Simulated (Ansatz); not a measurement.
Calculated with Ansatz (gas phase, PBE0-D4/def2-TZVP geometries, no zero-point term in ΔE). CCSD(T)/CBS is the MP2 limit (def2-TZVPP, def2-QZVPP) plus CCSD(T) − MP2 in def2-TZVPP, frozen cores. This one scheme is used for every species, atoms too. For atomizations the MP2-based limit and the directly extrapolated one differ by several kJ/mol either way, and by 10 to 25 for some Ge, Se and Sn compounds, so smaller differences from it don't rank the levels. Functionals use def2-TZVPP. HSE06 is defined as in plane-wave codes. No spin–orbit coupling; open shells (•) take unrestricted orbitals. Spin–orbit coupling would lower the free atoms: a little for C, O, Si. One conformer a species, not always the lowest.

Reaction (atomization): `C=C[Si](O)O`• → 2 C• + 5 H• + 2 O• + Si•

| level | ΔE (kcal/mol) | difference from CCSD(T)/CBS |
| --- | --- | --- |
| LDA (SPW92) | 1103.5 | 144.0 |
| revPBE-D4 | 954.0 | -5.5 |
| BLYP-D4 | 959.9 | 0.4 |
| B97M-V | 957.6 | -1.9 |
| HSE06-D4 | 958.0 | -1.5 |
| BHLYP-D4 | 922.8 | -36.7 |
| B2PLYP | 948.3 | -11.2 |
| PBE-QIDH | 949.6 | -9.9 |
| BHLYP | 916.8 | -42.7 |
| LC-ωPBE | 954.2 | -5.3 |
| CCSD/def2-SVP | 880.6 | -78.9 |
| CCSD(T)/def2-TZVPP | 931.5 | -28.0 |
| MP2/def2-QZVPP | 970.1 | 10.6 |
| SCS-MP2/def2-QZVPP | 961.7 | 2.2 |
| MP2/CBS(def2) | 981.2 | 21.7 |
| CCSD/CBS(def2) | 943.7 | -15.8 |
| CCSD(T)/CBS | 959.5 | 0 |

Largest T1 diagnostic among the species: 0.022.

From r2SCAN to r2SCAN0 (25 % exact exchange), in def2-TZVPP and without D4, ΔE moves by −19.8 kcal/mol: exact exchange takes away binding that semilocal exchange gives to molecules. At CCSD(T), def2-SVP lies −68.7 kcal/mol from the extrapolated value and def2-TZVPP −28.0 kcal/mol: correlation converges slowly with the basis, and small sets miss more of it in the bonded molecule than in its fragments. Leaving LDA and LC-ωPBE aside and taking each functional with its dispersion term where it has one, the values, not all of them listed here, spread over 57.2 kcal/mol, from BHLYP-D4 to PBE-D4. LDA lies +128.4 kcal/mol from PBE without D4, its usual overbinding.
